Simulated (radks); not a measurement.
Spherical quantum dot in the effective-mass picture: electrons in a parabolic well V = omega^2 r^2 / 2 with omega = 0.0687, all in effective atomic units (hartree* = m*/eps^2 hartree, bohr* = eps/m* bohr), one dielectric constant everywhere. Calculated with a radial shooting solver with Libxc functionals: non-relativistic Kohn-Sham, LDA (Slater exchange, Perdew-Wang correlation), spin-polarised, spherical densities. Levels are named by radial order and angular momentum (1s, 1p, 1d, 2s, ...), and open shells are averaged over m. Results are scaled to m* = 0.475 and eps = 16.9, for which hartree* = 45.26 meV and bohr* = 1.883 nm.

N = 14, configuration 1s2 1p6 1d(up 5, down 1). This is the lowest configuration that the search found (a dilute case). Occupied and some empty levels:

level,occupation,eigenvalue (meV),<r> (nm)
1s up,1,61.280,17.47
1s down,1,61.600,16.67
1p up,3,61.954,19.84
1p down,3,62.344,19.66
1d up,5,62.883,21.43
1d down,1,63.292,21.47
2s up,0,63.610,15.96
2s down,0,63.771,16.35
1f up,0,64.029,22.69
1f down,0,64.434,22.83
2p up,0,65.071,18.49
2p down,0,65.281,18.46

Energy (meV): total 516.907, kinetic 22.422, external 181.87, Hartree 375.42, exchange-correlation -62.804.

Electron density:

r (nm),n(r) (e/nm^3)
1.87,0.00007653
5.00,0.00009267
8.14,0.0001232
11.3,0.0001648
14.4,0.0002067
17.5,0.0002270
20.7,0.0002000
23.8,0.0001271
26.9,0.00005342
30.0,0.00001403
33.2,2.271e-06
36.3,2.266e-07
39.4,1.453e-08
